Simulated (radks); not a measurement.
Values are calculated unless marked as measured or tabulated.
All-electron atom: Ir2+ in [Xe] 4f14 5d7.

Level of theory: Dirac Kohn-Sham, LDA (Slater exchange, Perdew-Wang correlation), spin-unpolarised, spherical densities, point nucleus; open shells are shared between the two j in proportion to 2j + 1 (a radial shooting solver on a logarithmic mesh with Libxc functionals).

Energy parts (eV):
part                       energy
total                  -485638.86
kinetic                 553464.07
electron-nucleus      -1217945.77
Hartree                 188046.60
exchange-correlation     -9203.77

Orbitals (lengths in bohr, moments of r in powers of bohr; <r^-3> diverges for s and p1/2):
orbital  occ.  eigenvalue (eV)  <r^-3>      <r>
1s1/2       2        -75977.01       -  0.01744
2s1/2       2        -13296.90       -  0.07299
2p1/2       2        -12740.99       -  0.06019
2p3/2       4        -11114.93   18740  0.06850
3s1/2       2        -3122.970       -   0.1901
3p1/2       2        -2873.600       -   0.1802
3p3/2       4        -2517.646    4307   0.1955
3d3/2       4        -2100.221   749.9   0.1705
3d5/2       6        -2023.247   628.4   0.1752
4s1/2       2        -679.4991       -   0.4234
4p1/2       2        -574.3496       -   0.4268
4p3/2       4        -489.9119    1023   0.4608
4d3/2       4        -317.3189   158.2   0.4721
4d5/2       6        -301.6460   129.6   0.4835
5s1/2       2        -115.8289       -   0.9779
5p1/2       2         -82.6828       -    1.063
4f5/2       6         -81.8694   25.76   0.5314
4f7/2       8         -78.7457   24.50   0.5391
5p3/2       4         -68.9475   163.2    1.163
5d3/2     2.8         -25.5055   13.84    1.594
5d5/2     4.2         -24.1784   10.97    1.649

The highest occupied level is 5d5/2 at -24.178 eV. The density falls to 0.001 e/bohr^3 at r = 3.62 bohr.
